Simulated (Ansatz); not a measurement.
Energy needed to pull apart CH3AlBN, singlet, into free ground-state atoms, from the structure below (displaced at random from a GFN2-xTB minimum); no zero-point or spin–orbit terms; open-shell atoms are treated unrestricted, in their ground-state multiplicity.

B1  (-0.992, -0.771, -0.745)
C2  (0.110, -1.155, 0.070)
N3  (0.597, 0.053, 0.408)
Al4  (-0.760, 1.106, -0.383)
H5  (0.494, -2.000, 0.419)
H6  (1.403, 0.148, 0.837)
H7  (-1.083, 2.639, -0.573)
(Å)

Computed with Ansatz 0.2.0 (basis: def2-TZVPP); correlated methods freeze the cores. B3LYP uses VWN-RPA correlation.

```tsv
method	atomization energy (kcal/mol)
PBE-D4	?
r2SCAN-D4	529.9
PBE0-D4	531.2
B3LYP-D4	527.3
CAM-B3LYP-D4	528.4
wB97M-V	529.5
HF	341.8
MP2	?
CCSD	490.1
CCSD(T)	503.1
```

(1) What does MP2 give? (To be estimated.)

(2) What does PBE-D4 give? (To be estimated.)

T1 diagnostic: at most 0.026. The T1 diagnostic is large here, which may signal multireference character or strong orbital relaxation, so CCSD(T) is less sure. The restricted Hartree–Fock reference is unstable towards an unrestricted one here.

Results:

(1) Computed: 517.5 kcal/mol, which is about 14.5 kcal/mol more than CCSD(T)/def2-TZVPP.

(2) The calculation gives: 546.0 kcal/mol, which is about 42.9 kcal/mol more than CCSD(T)/def2-TZVPP.

In triple zeta the MP2 and coupled-cluster atomization energies are still short of their basis limit by a few kcal/mol a bond, whereas those of the functionals are nearly converged, so these differences are not deviations from converged CCSD(T).

For scale, one of the runs: CCSD(T)/def2-TZVPP forces, 177 basis functions (an equivalent command: `ansatz run in.yaml --threads 4`). Time: 82 s of wall clock on 4 CPU threads; the host was shared. Peak host memory: 3.1 GiB.
